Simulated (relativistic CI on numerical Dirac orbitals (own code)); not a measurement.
## Sensitivity of the levels of Er to α and to the nuclear radius

Calculated at this level of theory: Dirac-Coulomb-Breit CI, orbitals from a KLI potential per configuration, valence Slater integrals scaled by 0.85, P86 correlation energy added to each configuration, derivatives by finite differences, QED left out (own radial code, finite nucleus).

Configuration list (outside the closed core [Xe]): 4f12.6s2, 4f11.6s2.5d, 4f11.6s2.6p, 4f12.6p2, 4f12.6s.7s, 4f11.6s2.7s, 4f12.7s2, 4f13.6p. Levels of other configurations are missing.

With x = (α/α₀)² − 1 an excitation energy changes as ω = ω₀ + qx; K = 2q/ω₀ is the relative enhancement. Terms are leading LS components, so labels can repeat. The field-shift factor is F = δν/δ⟨r²⟩ for the transition from the lowest level.

Lowest level 4f11.6s2.5d 5G°_6.

| Level | ω₀ (cm⁻¹) | q (cm⁻¹) | F (GHz/fm²) |
| --- | --- | --- | --- |
| 4f11.6s2.5d 5H°_7 | 694.6 | 236.9 | 0.12 |
| 4f11.6s2.5d 3L°_9 | 1304.6 | 34.94 | 0.164 |
| 4f11.6s2.5d 5L°_10 | 1722.3 | 835.8 | 0.636 |
| 4f11.6s2.5d 5I°_8 | 2031.7 | 163.4 | 0.284 |
| 4f11.6s2.5d 5K°_9 | 2859.4 | 759.6 | 0.792 |
| 4f11.6s2.5d 3K°_8 | 3877.0 | 798.3 | 0.875 |
| 4f11.6s2.5d 5G°_5 | 4292.4 | 2394 | 0.62 |
| 4f11.6s2.5d 5H°_6 | 4855.2 | 2557 | 0.668 |
| 4f11.6s2.5d 3I°_7 | 4857.8 | 1339 | 0.831 |
| 4f11.6s2.5d 5L°_8 | 7659.8 | 6102 | 0.455 |
| 4f11.6s2.6p 5H_7 | 8258.6 | -10120 | 7.08 |
| 4f11.6s2.6p 3K_8 | 8438.6 | -10110 | 7.1 |
| 4f11.6s2.5d 5L°_9 | 8611.6 | 6932 | 0.986 |

For a near-neutral ion this model can misplace configurations by up to about 10,000 cm⁻¹ (more where the count of f electrons changes) and terms by 10 to 25 % of their spread. Rates follow the energies as ν³ (E1, M1) or ν⁵ (E2), so they and the lifetimes can be off by large factors. The fine structure of a lone outer electron comes out too small, for d and f at times inverted, and misplaced configurations move strength between like terms. The computed lowest level isn't the tabulated ground level, which NIST ASD gives as 4f12 6s2 3H6.

Which transition from the lowest level has the largest |K|?

4f11.6s2.6p 5H_7 at 8258.6 cm⁻¹, K = -2.45.
